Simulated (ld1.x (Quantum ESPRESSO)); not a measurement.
Which change was made? (B, RRKJ)

- Element: B (Z = 5)
- Generator: ld1.x (Quantum ESPRESSO) 7.5
- Type: norm-conserving RRKJ (Kleinman–Bylander form)
- Functional: LDA (PZ)
- Relativity: scalar-relativistic
- Frozen core: [He]
- Valence charge: 3
- Reference configuration: 2s2 2p1
- Partial waves: 2p (bound): rc 3.25 bohr; 3d channel at 0.05 Ry: rc 2.60 bohr; 2s (bound): rc 1.20 bohr
- Local potential: the s channel
- Core correction: a·sin(br)/r model core inside 0.70 bohr

Cutoffs, loose and tight: the cutoffs (Ry, on a coarse ladder) from which the occupation-weighted sum of valence levels, in a spherical-Bessel basis at the reference potential, stays within 10 and 1 mRy of its value at 400 Ry. They do not see the model core or the augmentation charge, which bear on the density cutoff. Test errors are all-electron minus pseudo excitation energies from the reference, over the configurations 2s2 2p0; 2s1 2p0; 2s2 2p0.5; 2s2 2p1.3; 2s1 2p2; 2s1 2p1; 2s0 2p3 (two spin-polarised tests are not counted in the largest error); variants that change the core or the reference have their own tests.

The base gives: outcome: generated; cutoff, loose: 21 Ry; cutoff, tight: 55 Ry; bound ghosts: none; largest test error (meV): +453.

(1) After one change the result is: outcome: generated; cutoff, loose: 25 Ry; cutoff, tight: 40 Ry; bound ghosts: none; largest test error (meV): +339. Which change was it?
A. wave 2p (bound): rc 3.25 bohr becomes 2p (bound): rc 4.44 bohr
B. all radii but the core radius scaled by about 1.40 (s 1.68, p 4.54, d 3.64 bohr)
C. type ultrasoft; waves now 2s (bound): rcut 1.05, rcutus 1.20 bohr; 2s channel at 1.15 Ry: rcut 1.05, rcutus 1.20 bohr; 2p (bound): rcut 2.85, rcutus 3.25 bohr; 2p channel at 0.05 Ry: rcut 2.85, rcutus 3.25 bohr; 3d channel at 0.05 Ry: rcut 2.25, rcutus 2.60 bohr; 3d channel at 1.2 Ry: rcut 2.25, rcutus 2.60 bohr; local potential all-electron potential smoothed inside 3.20 bohr (lloc = -1); augmentation PSQ, radius 1.05 bohr
D. local potential the p channel

Results:

(1) D. The others give: wave 2p (bound): rc 3.25 bohr becomes 2p (bound): rc 4.44 bohr → outcome: generated; cutoff, loose: 21 Ry; cutoff, tight: 55 Ry; bound ghosts: none; largest test error (meV): +1208 | all radii but the core radius scaled by about 1.40 (s 1.68, p 4.54, d 3.64 bohr) → outcome: generated; cutoff, loose: 18 Ry; cutoff, tight: 40 Ry; bound ghosts: none; largest test error (meV): +1300 | type ultrasoft; waves now 2s (bound): rcut 1.05, rcutus 1.20 bohr; 2s channel at 1.15 Ry: rcut 1.05, rcutus 1.20 bohr; 2p (bound): rcut 2.85, rcutus 3.25 bohr; 2p channel at 0.05 Ry: rcut 2.85, rcutus 3.25 bohr; 3d channel at 0.05 Ry: rcut 2.25, rcutus 2.60 bohr; 3d channel at 1.2 Ry: rcut 2.25, rcutus 2.60 bohr; local potential all-electron potential smoothed inside 3.20 bohr (lloc = -1); augmentation PSQ, radius 1.05 bohr → outcome: generated, overlap not positive; bound ghosts: not determined (overlap not positive); largest test error (meV): +23. A file whose overlap is not positive is unfit for use, and its test errors describe a broken file.
